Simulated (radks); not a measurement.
The table gives one normalised radial function P(r) = r R(r) of Pb55+ in [Ar] 3d9 (r in bohr). All-electron calculation, scalar-relativistic Kohn-Sham, PBE, spin-unpolarised, spherical densities, point nucleus. Program: a radial shooting solver on a logarithmic mesh with Libxc functionals.

r              P
0.0009424  2.2008
0.001308   2.7775
0.001802   3.4470
0.002501   4.2334
0.003472   5.0854
0.004781   5.9048
0.006637   6.6000
0.00914    6.9545
0.01269    6.7756
0.01761    5.9051
0.02426    4.4524
0.03367    2.7030
0.04674    1.2245
0.06437    0.3832
0.08936    0.0672
0.1231     0.0059
0.1708     0.0002
0.2371     0.0000
0.3266     0.0000
0.4533     0.0000

Which n and l does it have? It may be an empty orbital.

Answer. n = 1, l = 0: the number of nodes gives n - l - 1 = 0, the rise at small r (about r^(l+1), flatter next to the nucleus through relativity) gives l, and the extent must fit the shell. The curve is that of 1s. 1s: eigenvalue -91441 eV, 0 radial nodes, <r> = 0.0160 bohr, 90 % of the charge inside 0.0294 bohr.
